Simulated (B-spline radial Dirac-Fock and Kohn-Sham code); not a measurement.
# Dipole and non-dipole photoemission parameters of Rh⁺ 3d5/2

System: rhodium as Rh⁺, configuration 1s2 2s2 2p6 3s2 3p6 3d10 4s2 4p6 4d8; threshold 325.3 eV (orbital energy of the model). These are calculated numbers from an atomic code on a B-spline grid; the model is Dirac-Hartree-Slater photoionisation with a Latter tail; cross sections with all multipoles, angular parameters from the dipole term and its interference with E2.

For linearly polarised light dσ/dΩ = σ/(4π) [1 + β P₂(cos θ) + (δ + γ cos²θ) sin θ cos φ], with θ from the polarisation vector and φ the angle between the beam and the projection of the electron momentum on the plane normal to the polarisation.

| hν (eV) | σ (kb) | β | γ | δ |
| --- | --- | --- | --- | --- |
| 469 | 1980 | 0.575 | -0.048 | 0.009 |
| 513 | 1710 | 0.710 | -0.049 | 0.013 |
| 596 | 1270 | 0.892 | -0.037 | 0.020 |
| 600 | 1250 | 0.899 | -0.036 | 0.020 |
| 663 | 1000 | 0.988 | -0.018 | 0.025 |
| 800 | 638 | 1.109 | 0.032 | 0.033 |
| 849 | 549 | 1.136 | 0.052 | 0.035 |
| 883 | 496 | 1.152 | 0.067 | 0.037 |
| 915 | 451 | 1.164 | 0.080 | 0.038 |
| 944 | 415 | 1.174 | 0.093 | 0.039 |
| 984 | ? | ? | ? | ? |
| 1180 | 224 | 1.216 | 0.195 | 0.049 |
| 1220 | 204 | 1.219 | 0.212 | 0.051 |
| 1850 | 58.7 | 1.192 | 0.451 | 0.074 |
| 2280 | 30.2 | 1.145 | 0.582 | 0.090 |
| 2320 | 28.5 | 1.141 | 0.593 | 0.091 |
| 3420 | 7.74 | 1.018 | 0.844 | 0.133 |
| 4000 | 4.47 | 0.961 | 0.944 | 0.156 |
| 5520 | 1.40 | 0.839 | 1.140 | 0.214 |
| 6000 | 1.02 | 0.807 | 1.189 | 0.232 |
| 9251.7 | 0.194 | 0.645 | 1.417 | 0.347 |

Q: Give the values at 984 eV.

A: σ = 371 kb, β = 1.185, γ = 0.110, δ = 0.041.
